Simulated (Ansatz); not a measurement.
A nudged elastic band was laid between two geometries of CH₆SiTe (9 atoms, charge 0, multiplicity 1).

The calculation used RKS PBE-D4/def2-SVP (Ansatz).

```json
{"movable images": "5", "climbing image": "yes", "spring": "5.0 eV/Å²", "optimiser": "fire", "start path": "IDPP", "force threshold": "0.05 eV/Å", "iteration limit": "60", "end points": "relaxed", "largest step": "0.02 Å"}
```

Image 0:

```xyz
9
Properties=species:S:1:pos:R:3
C -0.801 0.733 -0.611
Si 0.383 -0.697 -0.268
Te 2.009 -0.184 1.601
H -1.472 0.481 -1.458
H -0.237 1.653 -0.864
H -1.428 0.943 0.279
H 1.277 -0.964 -1.449
H -0.387 -1.951 0.049
H 0.744 -0.059 2.704
```

Image 6:

```xyz
9
Properties=species:S:1:pos:R:3
C -0.955 0.591 -0.532
Si 0.301 -0.768 -0.161
Te 2.393 0.124 0.948
H -0.504 1.374 -1.173
H -1.302 1.068 0.407
H -1.839 0.166 -1.053
H 0.817 -1.401 -1.426
H -0.319 -1.839 0.696
H 1.496 0.638 2.277
```

(1) Which bonds break or form, and what moves?

(2) Give the energies along the band, and the barrier.

(3) What is the geometry of the highest image?

Answers

(1) No bond is made or broken. The dihedral H4–C1–Si2–Te3 goes from 178 to 57°. The two ends are copies of one structure, up to a mirror image or an exchange of like atoms.

(2) The forces met the threshold. The highest image is number 3 of 0 to 6, 1.6 kcal/mol above the ends, which have the same energy within 2 meV. Another band between the same ends (5 images) ends at a top of the same energy, where a vibrational analysis finds 1 clearly imaginary mode.

| image | path coordinate (Å) | energy (kcal/mol) | dihedral H4–C1–Si2–Te3 (°) |
| --- | --- | --- | --- |
| 0 | 0.00 | 0.0 | 178 |
| 1 | 0.57 | 0.4 | 158 |
| 2 | 1.15 | 1.2 | 138 |
| 3 | 1.72 | 1.6 | 118 |
| 4 | 2.29 | 1.2 | 97 |
| 5 | 2.86 | 0.4 | 77 |
| 6 | 3.43 | 0.0 | 57 |

(3) 
```xyz
9
Properties=species:S:1:pos:R:3:forces:R:3
C -0.930 0.650 -0.550 0.04 -0.04 0.01
Si 0.302 -0.754 -0.188 -0.01 0.01 0.00
Te 2.348 0.011 1.091 -0.01 0.00 0.00
H -1.034 0.794 -1.644 -0.01 0.01 -0.01
H -0.588 1.607 -0.112 0.01 -0.01 0.00
H -1.928 0.410 -0.132 -0.01 -0.01 0.00
H 0.890 -1.329 -1.449 0.00 0.02 -0.01
H -0.363 -1.878 0.561 -0.02 0.02 0.01
H 1.391 0.443 2.407 0.01 0.00 0.01
```

Time of the run: 100 s on 1 thread of Intel(R) Xeon(R) Platinum 8559C (Emerald Rapids), on a shared host, peak memory 0.14 GiB.
